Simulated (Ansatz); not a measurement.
```yaml
atoms:
  - { symbol: B, position_ang: [0.0000, 0.0000, -0.8423] }
  - { symbol: N, position_ang: [0.0000, 0.0000, 0.6620] }
  - { symbol: H, position_ang: [0.0000, -1.0859, -1.1425] }
  - { symbol: H, position_ang: [-0.9404, 0.5429, -1.1425] }
  - { symbol: H, position_ang: [0.9404, 0.5429, -1.1425] }
  - { symbol: H, position_ang: [0.0000, 0.8753, 1.0016] }
  - { symbol: H, position_ang: [-0.7580, -0.4376, 1.0016] }
  - { symbol: H, position_ang: [0.7580, -0.4376, 1.0016] }
```

Basis set: def2-TZVP (spherical functions). Left uncorrelated: 2 orbitals. Charge 0, multiplicity 1.

Computed with Ansatz (development build ahead of 0.2.0); each method stands on the lowest determinant of its kind that the runs found. Restricted open shells among the atoms or ions are ROHF, correlated in semicanonical orbitals with singles.

Give the atomization energy at this shape (free ground-state atoms in the same class of orbitals less the molecule, no zero-point energy) of singlet BNH₆ by RHF-MP2, RHF.

```json
{"method": "RHF-MP2", "atomization energy": "24.40 eV"}
{"method": "RHF", "atomization energy": "18.89 eV"}
```

Caution: no unrestricted run beside it, a lower state can exist; the shape is not the minimum.
